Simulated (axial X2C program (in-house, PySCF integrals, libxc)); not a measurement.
# CoN⁻: from the spin-free to the two-component result

All values were computed with an axial X2C code built on PySCF integrals. Spin-free means the one-electron spin-free X2C Hamiltonian; two-component (2c) means X2C with spin–orbit coupling and atomic mean-field two-electron Coulomb and Gaunt terms, so the difference of the two also holds small scalar two-electron terms. Basis: Co dyall-acv3z [10s11p7d4f2g], N dyall-av3z [7s7p3d2f] (cores contracted in-house); Gaussian nuclei, density fitting, unrestricted open shells. Masses: Co 58.933 u, N 14.003 u.

Spin-free state: M_S = 3/2, Λ = 2 (beyond evenly filled blocks: π+α, π-α, δ+α, δ+β, δ-α); fragments Co- + N.

```json
{"level": "PW91", "Re (Å)": "1.605", "ωe (cm⁻¹)": "914.6", "De (eV)": "4.452", "μ (D)": "-1.70"}
```

Dipoles are positive if N is the positive end and refer to the centre of mass.

Two-component determinant lowest at the distance of the search:

Ω = 7/2 (⟨Sz⟩ = 1.50, ⟨Lz⟩ = 2.00 at PW91); fragments Co- + N.

```
level  Re (Å)  ωe (cm⁻¹)  μ (D)
 PW91   1.605      914.7  -1.70
```

From the two tables, how do the constants change at the PW91 level (2c against spin-free)?

At the PW91 level Re is unchanged within 0.001 Å and ωe stays the same within 0.2 cm⁻¹.

The state is one determinant whose occupation by symmetry is held fixed; it was picked as the lowest of a PBE0 search that is not exhaustive. Dissociation energies refer to the lowest single-determinant-based atoms at the same level and basis. De is not given where an atomic determinant may have missed its ground term or J level, or where the truncated virtual space spoils (T). Density functionals use the spin component along the axis (collinear). Other states lie close and PBE0, whose exact exchange favours high spin, may order them wrongly; the determinant shown need not be the ground state. The nearest other spin-free determinant of the search, M_S = 1/2, Λ = 0, lies 0.99 eV up at the distance of the search. Without a current term, density functionals place determinants with orbital angular momentum somewhat too high. With several unpaired electrons one determinant need not be a pure state. At some level and bond length an empty orbital lies below a filled one. The highest occupied level of some functionals is positive through self-interaction error; at Hartree–Fock it is bound. The determinant is spin-polarised beyond a pure state at some levels (its spin-free form has ⟨S²⟩ too high), which makes Re and μ there less reliable.
